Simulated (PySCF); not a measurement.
Atom-mapped SMILES (the numbers label the heavy atoms): `[CH3:1][c:2]1[cH:3][cH:4][p:5][cH:6][c:7]1[CH3:8]`. Each H is labelled by its parent atom.

Geometry: PBE0-D3(BJ)/def2-TZVP; GIAO shifts from PySCF 2.14.0 with density-fitted response routines, gas phase, non-relativistic, averaged over equivalent atoms.

At B97-2/pcSseg-2 (421 basis functions):
| atoms | δ (ppm) |
| --- | --- |
| C6 | 164.5 |
| C4 | 162.9 |
| C7 | 151.2 |
| C2 | 146.2 |
| C3 | 142.4 |
| C8 | 27.5 |
| C1 | 26.1 |
| P5 | 208.8 |
| H(C4) | 8.90 |
| H(C6) | 8.86 |
| H(C3) | 8.02 |
| H(C8) | 2.48 |
| H(C1) | 2.43 |

Shifts are taken against calculated references (same method and geometry level): TMS for $^{13}$C (σ = 185.38 ppm) and $^{1}$H (σ = 31.64 ppm); $^{31}$P (σ = 317.21 ppm) vs H3PO4.

Estimate the result of repeating the calculation with KT3/pcSseg-2.

Answers


| atoms | δ at KT3/pcSseg-2 | change |
| --- | --- | --- |
| C6 | 154.0 | -10.5 |
| C4 | 152.5 | -10.4 |
| C7 | 141.5 | -9.7 |
| C2 | 137.7 | -8.5 |
| C3 | 132.8 | -9.6 |
| C8 | 27.1 | -0.4 |
| C1 | 25.8 | -0.3 |
| P5 | 179.7 | -29.1 |
| H(C4) | 8.65 | -0.25 |
| H(C6) | 8.61 | -0.25 |
| H(C3) | 7.78 | -0.24 |
| H(C8) | 2.47 | -0.01 |
| H(C1) | 2.41 | -0.02 |

Chemical shifts δ = σref − σ; $^{13}$C (183.24 ppm) and $^{1}$H (31.63 ppm) vs TMS; $^{31}$P (335.27 ppm) vs H3PO4, all at this level.

The largest change is at P5 (phosphorus bonded to 2 C, in a 6-membered ring). Cost: 421 basis functions. The order of the carbon signals is the same at both levels.

Experimental scales use liquid or dissolved standards, which lie at an offset from isolated H3PO4.
